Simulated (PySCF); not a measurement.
Molecule: sum formula Si3N2H9, net charge -1, singlet state. It need not be the lowest isomer of its formula. Whether it binds its extra electron was not tested at this geometry. SMILES: [SiH3]N[SiH-]N[SiH3]
Structure (B3LYP-D3(BJ)/def2-TZVP (Ansatz) minimum search):
```xyz
14

Si    -0.2668    -0.0776    -1.2171
N     -1.4191     0.7439    -0.0501
Si    -2.2608    -0.0741     1.1762
N      1.3823     0.4859    -0.6453
Si     2.4924    -0.5141     0.1604
H     -0.4060     0.9815    -2.3292
H     -1.4159     1.7544     0.0164
H     -1.4353    -0.7433     2.2295
H     -3.1690    -1.1432     0.6707
H     -3.1274     0.8976     1.9228
H      1.5835     1.4781    -0.6198
H      2.0581    -1.0788     1.4760
H      2.9238    -1.6985    -0.6363
H      3.7385     0.2652     0.4649
```
Charge -1, spin multiplicity 1.

Dispersion corrections to the total energy (kcal/mol) from the dftd3 and dftd4 libraries through PySCF: D3(BJ) without and D4 with the three-body term, each with the damping fitted for the functional named.

```
functional  D3(BJ)      D4
----------  ------  ------
PBE          -8.27   -9.78
LC-wPBE      -8.54  -10.93
r2SCAN       -2.50     [?]
PBE0           [?]   -8.39
CAM-B3LYP    -7.40   -8.63
BHLYP          [?]  -12.54
BP86        -14.52  -13.51
```

**Question.** What belongs in the gaps?

**Answer.** 
- r2SCAN, D4: -2.54
- PBE0, D3(BJ): -7.53
- BHLYP, D3(BJ): -12.44
